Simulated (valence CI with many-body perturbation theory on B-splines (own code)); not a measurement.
**Which ion has this spectrum?**

A relativistic CI+MBPT calculation for an atom or ion with 16 electrons gives these levels (eV):

| J | Parity | E | g |
| --- | --- | --- | --- |
| 2 | even | 0.00 | 1.33 |
| 0 | even | 19.77 |  |
| 2 | odd | 234.73 | 1.04 |
| 1 | odd | 243.22 | 1.10 |
| 0 | odd | 243.50 |  |
| 3 | odd | 243.76 | 1.09 |
| 4 | odd | 319.15 | 1.25 |
| 2 | odd | 325.73 | 1.23 |
| 3 | odd | 344.77 | 1.20 |
| 1 | even | 347.04 | 1.49 |
| 1 | odd | 356.06 | 1.05 |
| 2 | even | 356.63 | 1.14 |
| 2 | even | 479.43 | 0.75 |
| 0 | even | 503.64 |  |

The energies are calculated, and their last digits are not significant.

Which is it?
A. Os60+
B. Hf56+
C. W58+
D. Lu55+

C. W58+, ground level (3s^2 3p1/2^2 3p3/2^2) J=2.
